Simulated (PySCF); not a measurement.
4-methyl-1,2,3-triazine, C₄H₅N₃.
Cartesian coordinates in Å at the GFN2-xTB level; atoms count from 1:
```
atom  x, y, z in Å
C1    -1.852    0.055    0.095
C2    -0.380    0.237   -0.039
C3     0.532   -0.800    0.164
C4     1.864   -0.458    0.000
N5     2.220    0.779   -0.329
N6     1.322    1.685   -0.501
N7     0.062    1.450   -0.367
H8    -2.355    0.996   -0.108
H9    -2.201   -0.703   -0.604
H10   -2.097   -0.279    1.102
H11    0.215   -1.797    0.431
H12    2.671   -1.166    0.130
```

The closed-shell ground state was solved at several levels (PySCF, density fitting, gas phase, non-relativistic).

```csv
level,basis functions,total energy (Eh),HOMO (eV),LUMO (eV),gap (eV),dipole (D)
B3LYP/pcJ-1,239,-319.6223,-6.70,-2.00,4.70,5.29
B3LYP/def2-SVPD,180,-319.3966,-6.66,-2.05,4.61,5.28
```

Task: What might PBE0/pcSseg-1 (144 basis functions) give for the same quantities?

Result: Total energy -319.2081 Eh, HOMO -7.02 eV, LUMO -1.82 eV, gap 5.20 eV, dipole 5.34 D.

Task: Over all these levels, which gives the widest orbital gap and which the narrowest?

Result: PBE0/pcSseg-1 (global hybrid, 25 % exact exchange) has the widest, 5.20 eV, and B3LYP/def2-SVPD (global hybrid, 20 % exact exchange) the narrowest, 4.61 eV. Functional and basis both differ between the two, so the spread mixes both effects.

Task: How far do the dipole and the HOMO energy spread over the levels?

Result: The dipole runs from 5.28 to 5.34 D (mean 5.30 D) and the HOMO from -7.02 to -6.66 eV.
